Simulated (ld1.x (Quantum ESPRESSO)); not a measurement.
Before and after: TM potential for Sn

ld1.x (Quantum ESPRESSO) 7.5 input, shortened:

```
&input
   title='Sn', zed=50., rel=1, dft='PBE', iswitch=3,
   config='[Kr] 4d10 5s2 5p2'
 /
 &inputp
   pseudotype=2, tm=.true., lloc=-1, rcloc=1.70,
   nlcc=.true., new_core_ps=.true., rcore=1.30
 /
2
5S  1  0   2.00   0.00  1.70  1.70  0.0
5P  2  1   2.00   0.00  2.10  2.10  0.0
 &test
   configts(1)='5s2 5p2'
 /
```

Change: fully relativistic.

Cutoffs: the cutoffs (Ry, on a coarse ladder) from which the occupation-weighted sum of valence levels, in a spherical-Bessel basis at the reference potential, stays within 10 and 1 mRy of its value at 400 Ry; they do not see the model core or the augmentation charge, which bear on the density cutoff. Errors are all-electron minus pseudo energies relative to the spin-unpolarised reference configuration.

Problem. How do hardness, ghosts and transferability respond?

Solution. The potential gets neither clearly harder nor softer (25 Ry and 55 Ry → 25 Ry and 55 Ry); both files keep a bound ghost (d, s); of the 7 tests that both files solve, the error grows in 0 and shrinks in 2 by more than 15 % and 0.3 meV (median size 15.5 → 14.7 meV).

| quantity | base | changed |
| --- | --- | --- |
| cutoff, loose | 25 Ry | 25 Ry |
| cutoff, tight | 55 Ry | 55 Ry |
| bound ghosts | s, d | s, d |
| error for 5s2 5p1, meV [ΔE 6.87 → 6.89 eV] | -8.1 | -6.6 |
| error for 5s2 5p0, meV [ΔE 20.83 → 20.86 eV] | -75 | -70 |
| error for 5s1 5p0, meV [ΔE 51.80 → 51.83 eV] | -372 | -363 |
| error for 5s1 5p2, meV [ΔE 14.52 → 14.52 eV] | -32 | -29 |
| error for 5s2 5p2.3, meV [ΔE -0.85 eV] | +0.2 | -0.1 |
| error for 5s1 5p3, meV [ΔE 6.98 → 6.96 eV] | -15 | -15 |
| error for 5s2 5p1.5, meV [ΔE 2.62 → 2.62 eV] | -1.4 | -0.9 |
| s: phases at 2.30 bohr within 0.05 rad from the reference energy up to (Ry; the scan ends near 5) | to the end of the scan | to the end of the scan |

 A true bound ghost makes a file unfit for plane-wave use even where its test errors are small: the radial tests pick states by their node count and pass the ghost by.
